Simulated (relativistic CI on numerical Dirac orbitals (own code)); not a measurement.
# d1 to d9 in one octahedral field

Computed with a parametric ligand-field model without spin-orbit coupling, by exact diagonalisation: B = 590, C = 2640, 10Dq = 28700 cm⁻¹ (Oh; |10Dq|/B = 48.6) for every shell. Energies in cm⁻¹; the field energy is (0.6 n_e − 0.4 n_t2) × 10Dq of the ground term; g labels are left out.

```csv
Shell,Ground term,Electrons in e,Field energy,First spin-allowed bands,Lowest term of other spin
d1,2T2,0.000,-11480,2E 28700,
d2,3T1,0.010,-22659,"3T2 27295, 3T1 34739",1T2 9037
d3,4A2,0.000,-34440,"4T2 28700, 4T1 35256",2E 12563
d4,3T1,0.017,-45419,"3E 26190, 3T1 26860",1T2 7750
d5,2T2,0.033,-56463,"2A2 25369, 2T1 25573",4T1 16232
d6,1A1,0.026,-68147,"1T1 26796, 1T2 35123",3T1 21225
d7,?,?,?,?,?
d8,3A2,2.000,-34440,"3T2 28700, 3T1 35256",1E 9928
d9,2E,3.000,-17220,2T2 28700,
```

Q: Fill in the row of d7.

A: Ground term: 2E; Electrons in e: 1.017; Field energy: -51166; First spin-allowed bands: 2T1 26648, 2T2 27307; Lowest term of other spin: 4T1 16059. Low spin: d4, d5, d6, d7; the other shells keep the spin of the free ion. Only d4 to d7 can choose; the field needed to pair spins is smallest for d6 and largest for d5, which loses most exchange energy. In the strong-field picture 10Dq must exceed about 6B + 5C = 16740 (d4), 7.5B + 5C = 17625 (d5), 2.5B + 4C = 12035 (d6) and 4B + 4C = 12920 (d7); mixing of terms shifts these bounds somewhat.
